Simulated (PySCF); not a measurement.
## Working out the ionisation energy of Rh

Rh [Kr] 4d8 5s1 (4F) → Rh⁺ [Kr] 4d8 (3F). Computed with PySCF 2.14 in x2c-TZVPPall (8s6p6d2f1g, 79 functions), with scalar relativity by spin-free X2C-1e. Frozen: [Ar] 3d10. Energies in hartree (1 hartree = 27.21139 eV):

```csv
part,Rh (lower),Rh⁺ (upper)
UHF,-4781.189155,-4780.957160
MP2 opposite-spin,-0.364356,-0.344774
MP2 same-spin,-0.180762,-0.161383
```

What does Hartree-Fock give?

(-4780.957160) − (-4781.189155) = 0.231995 hartree = 6.313 eV.

What do MP2 and SCS-MP2 (6/5 opposite-spin, 1/3 same-spin) give?

The opposite-spin parts differ by 0.533 eV and the same-spin parts by 0.527 eV. MP2: 6.313 + (0.533) + (0.527) = 7.373 eV. SCS-MP2: 6.313 + 1.2 × (0.533) + (0.527)/3 = 7.128 eV.

Measured between the centres of the two terms (NIST): 7.479 eV, so MP2 (valence and next inner shell) is off by -0.106 eV.

What remains against the reference includes basis incompleteness, the frozen core and correlation beyond second order.
